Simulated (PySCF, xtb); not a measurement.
Si(H)(F)2(Me) (CH4F2Si), SMILES C[SiH](F)F.

The structure is a stationary point at PBE-D3(BJ)/def2-SVP.

Calculation: IEF-PCM-PBE0/def2-SVP run with PySCF.

The values are the electrostatic part of the solvation free energy, E(continuum) − E(gas) at the gas-phase geometry, in a cavity of scaled van der Waals radii (PySCF's table); cavitation and dispersion terms are not included. In vacuum the orbital gap is 10.84 eV. The dipole moment in vacuum is 2.33 D.

```csv
solvent,ε,ΔG(elec) (kcal/mol),dipole (D),gap (eV)
water,78.36,-3.2,2.74,10.77
acetonitrile,35.69,-3.1,2.73,10.77
cyclohexanone,15.62,-3.0,2.71,10.78
```

For comparison, GFN2-xTB/ALPB(water) (xtb, at the GFN2-xTB geometry, all terms of that model) gives -0.4 kcal/mol.
